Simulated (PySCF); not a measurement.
# Zr⁺: ionisation energy

Zr⁺ [Kr] 4d2 5s1 [4d3/2^2 5s1/2^1, M_J = 3/2] → Zr²⁺ [Kr] 4d2 [4d3/2^2, M_J = 2], as a difference of total energies. Computed with PySCF 2.14 in x2c-TZVPall-2c (8s9p7d1f, 77 functions), with the two-component X2C-1e Hamiltonian. Correlated levels: [Ar] 3d10 frozen; the 6 highest virtual spinors dropped. "Screened" scales the spin-orbit matrix elements by Boettger's factors to mimic the two-electron term; Breit and QED terms are absent.

| method | ionisation energy (eV) |
| --- | --- |
| GHF (spin-free) | 12.294 |
| GMP2 (spin-free) | 12.977 |
| GHF (screened spin-orbit) | 12.281 |
| GMP2 (screened spin-orbit) | 12.964 |

Task: How much does correlation contribute at GMP2 (screened spin-orbit)?

Result: 12.964 − (12.281) = 0.683 eV, measured against GHF (screened spin-orbit).

The spin-free rows relax to the high-spin LS determinant and lack the spin-orbit shift.

Errors of the correlated levels include the incompleteness of this basis and the frozen core.

The labels give the starting determinants; with spin-orbit coupling the two ends relaxed to ⟨J²⟩ = 6.41, ⟨L²⟩ = 11.98, ⟨S²⟩ = 3.74 and ⟨J²⟩ = 7.43, ⟨L²⟩ = 11.95, ⟨S²⟩ = 1.99.

The determinant of Zr⁺ and of Zr²⁺ mixes levels of different J (the jj label is only the starting occupation), so the difference between spin-free and spin-orbit rows is not the physical spin-orbit shift.

For comparison: 13.13 eV (measured; NIST Atomic Spectra Database, ionization energies).
